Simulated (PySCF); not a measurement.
This script is equivalent to a calculation on Ge (germanium, neutral).

```python
from pyscf import gto, scf, dft, mp, cc
import basis_set_exchange as bse
txt = bse.get_basis("aug-cc-pwCVDZ-PP", elements=["Ge"], fmt="nwchem", header=False)
cut = txt.index("\nECP")
mol = gto.M(atom="Ge 0 0 0", charge=0, spin=2, symmetry="D2h",
            basis=gto.basis.parse(txt[:cut]),
            ecp={"Ge": gto.basis.parse_ecp(txt[cut:])})
mf = dft.UKS(mol, xc="HSE06")
mf.irrep_nelec = {'Ag': (4, 4), 'B1g': (1, 1), 'B2g': (1, 1), 'B3g': (1, 1), 'B1u': (2, 1), 'B2u': (2, 1), 'B3u': (1, 1)}
mf.kernel()
```

Problem. What total energy does it give?

Solution. -294.476 hartree (calculated).

Problem. Which occupied shell lies highest, and where?

Solution. 4p α, at -4.964 eV.

Problem. What is ⟨S²⟩, and what would a pure spin state give?

Solution. 2.003, against 2.00.

Energies and moments cover only the electrons outside the core potential.
